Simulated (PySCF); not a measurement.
## How the method moves the HOMO and LUMO of `[SiH3]C[C@H]1C=N1`

Species: C₃H₇NSi.
Z-matrix (Å and degrees, PBE0-D3(BJ)/def2-SVP geometry), rows numbered from 1:
```
Si
C   1  1.8932
C   2  1.5092  1  116.17
C   3  1.4487  2  123.83  1   -31.88
N   4  1.2533  3   68.12  2   102.47
H   1  1.4954  2  108.17  3   176.27
H   1  1.4917  2  112.04  3   -63.59
H   1  1.4970  2  110.50  3    57.76
H   2  1.1052  1  107.41  3  -123.19
H   2  1.1044  1  107.65  3   123.43
H   3  1.0998  2  114.75  1   169.17
H   4  1.0934  3  153.13  5  -178.18
```

Basis pcSseg-2 throughout (PySCF), one geometry. Isolated species at its PBE0-D3(BJ)/def2-SVP geometry (one conformer only).

Problem. How do the orbital energies, the gap and the dipole change with the method?

Solution. 
```csv
method,kind,HOMO (eV),LUMO (eV),gap (eV),μ (D),SCF cycles
BLYP,GGA,-6.33,-1.80,4.53,2.19,16
OPBE,GGA,-6.41,-1.77,4.65,2.13,16
B97-D,GGA,-6.43,-1.81,4.62,2.18,16
PBE,GGA,-6.44,-1.92,4.52,2.17,15
KT2,GGA,-6.51,-1.86,4.65,2.13,16
KT3,GGA,-6.53,-1.82,4.72,2.11,16
BP86,GGA,-6.54,-2.00,4.54,2.19,16
LDA,LDA,-6.57,-2.18,4.38,2.22,15
B97-2,global hybrid,-7.50,-0.83,6.68,2.24,14
B3LYP,global hybrid,-7.55,-1.04,6.50,2.26,14
PBE0,global hybrid,-7.76,-0.77,6.99,2.25,14
mPW1PW91,global hybrid,-7.79,-0.78,7.01,2.25,14
BHandHLYP,global hybrid,-8.98,0.41,9.40,2.34,13
CAM-B3LYP,range-separated hybrid,-9.15,0.42,9.57,2.31,13
wB97X-D,range-separated hybrid,-9.64,1.12,10.76,2.29,14
LC-wPBE,range-separated hybrid,-10.51,1.69,12.20,2.33,14
HF,Hartree–Fock,-10.83,2.66,13.49,2.47,12
```

The HOMO spans 4.51 eV, from BLYP down to HF, and the gap runs from 4.38 eV (LDA) to 13.49 eV (HF). Over the methods BLYP (0 %), OPBE (0 %), B97-D (0 %), PBE (0 %), KT2 (0 %), KT3 (0 %), BP86 (0 %), LDA (0 %), B97-2 (21 %), B3LYP (20 %), PBE0 (25 %), mPW1PW91 (25 %), BHandHLYP (50 %), HF (100 %), a straight line through the gap against the share of exact exchange rises by 0.91 eV for each 10 % (correlation coefficient 0.999). The dipole ranges from 2.11 D (KT3) to 2.47 D (HF). This basis has no diffuse functions.

The vertical ΔSCF ionisation energy at wB97X-D/def2-SVPD is 10.06 eV; −ε(HOMO) comes closest to it with wB97X-D (9.64 eV).
